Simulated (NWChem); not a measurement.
# Correlation energy of CNO

SMILES: [O]C#N
```xyz
3

O      0.0000     0.0000     1.1395
C      0.0000     0.0000    -0.0409
N      0.0000     0.0000    -1.2673
```
Charge 0, spin multiplicity 2.

Everything below was run with NWChem. The geometry was optimised at UB3LYP/def2-SVP, a minimum by its harmonic frequencies.

Basis set: 6-31G*. Each correlation energy counts from its own Hartree-Fock reference.

The correlated methods keep 3 core orbitals frozen. The Pople sets run with spherical d functions. The structure started from a generated list of species. The unpaired electrons of the parent sit in orbitals of symmetry b1 (C2v labels of the run); other states weren't searched. No SCF solution was tested for a lower state. Open-shell Hartree-Fock references start from PBE0 orbitals. Coupled-cluster values serve here as a point of comparison, not as the truth.

```tsv
method	correlation energy (mHa)	remark
CCSD[T] on UHF	-448.2	-
CCSD on ROHF	___	large amplitudes
CCSD[T] on ROHF	-461.0	large amplitudes
CCSD(T) on ROHF	-457.8	large amplitudes
UMP2	-409.4	-
CCSD on UHF	-429.3	-
CCSD(T) on UHF	___	-
SCS-UMP2	-392.8	-
```

Problem. Fill in the missing entries.

Solution. 
- CCSD on ROHF, correlation energy (mHa): -439.5
- CCSD(T) on UHF, correlation energy (mHa): -445.9
